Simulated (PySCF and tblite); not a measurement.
Results of a calculation; reference values are marked as such.
System: C6H9N2PSi, numbered as in [PH2:1][SiH2:2]/[N:3]=[CH:4]/[c:5]1[cH:6][cH:7][n:8][cH:9][cH:10]1.

For the rotation about the C5–C4 bond (torsion C6–C5–C4–N3 from -179° to -1°, rising): electronic barrier 7.71 kcal/mol, zero-point change -0.34 kcal/mol, thermal and entropy terms at 350 K a further 0.56 kcal/mol (symmetry numbers apart). The minimum is C1, the saddle C1. Geometries: GFN2-xTB; energies: BP86/pcSseg-1 + D3(BJ); zero-point and thermal terms from GFN2-xTB harmonic modes (soft modes blended into free rotors). Rates follow Eyring's equation with the number of equivalent paths and no tunnelling. (PySCF 2.14 with density fitting, tblite 0.8.)

Question: How many equivalent paths lead out of the minimum?

Answer: 2: the symmetry number of the minimum is 1, that of the saddle displaced along its mode 1, and since the end is the start again or its mirror image, the same path run backwards is a second way out.

Question: Work out the rate at 350 K.

Answer: ΔG‡ = 7.93 kcal/mol; k_B T/h = 7.3×10¹² s⁻¹; exp(−ΔG‡/RT) = 1.1×10⁻⁵; times 2 gives k = 1.6×10⁸ s⁻¹. Wigner's tunnelling factor for the 80i cm⁻¹ mode would be 1.00.
